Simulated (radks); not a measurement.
Values are calculated unless marked as measured or tabulated.
Spherical quantum dot in the effective-mass picture: electrons in a parabolic well V = omega^2 r^2 / 2 with omega = 0.427, all in effective atomic units (hartree* = m*/eps^2 hartree, bohr* = eps/m* bohr), one dielectric constant everywhere. Level of theory: non-relativistic Kohn-Sham, PBEsol, spin-polarised, spherical densities (a radial shooting solver with Libxc functionals). Levels are named by radial order and angular momentum (1s, 1p, 1d, 2s, ...), and open shells are averaged over m. Results are scaled to m* = 0.517 and eps = 7.6, for which hartree* = 243.6 meV and bohr* = 0.7779 nm. Each electron was tried in the lowest free levels, single moves between levels near the top were tried too, and the lowest total energy was kept; such a search can miss a lower state. The series stops at N = 27: beyond it a trial failed or the search could not be trusted, so later rows were left out. At N = 1 the Hartree and exchange-correlation terms need not cancel, so that row can carry a self-interaction error.

N,open shells,2S,E (meV),mu = E(N) - E(N-1) (meV),addition energy mu(N+1) - mu(N) (meV),e(HOMO) (meV),rms radius (nm)
1,"1s(up 1, down 0)",1,158.176,158.18,111.5,202.87,1.468
2,none,0,427.842,269.67,160.9,310.66,1.604
3,"1p(up 1, down 0)",1,858.361,430.52,70.71,465.61,1.823
4,"1p(up 2, down 0)",2,1359.58,501.22,70.64,536.75,1.958
5,"1p(up 3, down 0)",3,1931.45,571.86,86.93,606.71,2.062
6,"1p(up 3, down 1)",2,2590.24,658.80,62.37,689.75,2.157
7,"1p(up 3, down 2)",1,3311.41,721.17,62.66,752.59,2.239
8,none,0,4095.24,783.83,122.4,814.92,2.312
9,"1d(up 1, down 0)",1,5001.45,906.21,55.69,934.11,2.403
10,"1d(up 2, down 0)",2,5963.35,961.90,55.23,989.61,2.482
11,"1d(up 3, down 0)",3,6980.48,1017.1,54.59,1044.5,2.553
12,"1d(up 4, down 0)",4,8052.20,1071.7,53.87,1098.8,2.618
13,"1d(up 5, down 0)",5,9177.80,1125.6,66.99,1152.3,2.679
14,"1d(up 5, down 1)",4,10370.4,1192.6,50.44,1217.8,2.737
15,"1d(up 5, down 2)",3,11613.4,1243.0,50.21,1268.2,2.791
16,"1d(up 5, down 3)",2,12906.6,1293.2,49.82,1318.2,2.843
17,"1d(up 5, down 4)",1,14249.7,1343.1,49.35,1367.8,2.892
18,none,0,15642.1,1392.4,60.43,1416.9,2.939
19,"2s(up 1, down 0)",1,17095.0,1452.8,56.51,1477.5,2.985
20,none,0,18604.3,1509.4,76.77,1533.3,3.030
21,"1f(up 1, down 0)",1,20190.4,1586.1,45.15,1608.7,3.078
22,"1f(up 2, down 0)",2,21821.7,1631.3,44.82,1653.7,3.124
23,"1f(up 3, down 0)",3,23497.8,1676.1,44.47,1698.4,3.168
24,"1f(up 4, down 0)",4,25218.4,1720.6,44.11,1742.7,3.211
25,"1f(up 5, down 0)",5,26983.0,1764.7,43.76,1786.6,3.251
26,"1f(up 6, down 0)",6,28791.4,1808.4,43.40,1830.2,3.291
27,"1f(up 7, down 0)",7,30643.3,1851.8,-,1873.4,3.329

All shells are closed at N = 2, 8, 18, 20 (there: 1s2 1p6 1d10 2s2); the second difference of the energy has clear peaks (12 % above both neighbours; the first and last values, which can be the largest, are not judged, and half-filled shells can peak too) at N = 2, 5, 8, 13, 20.
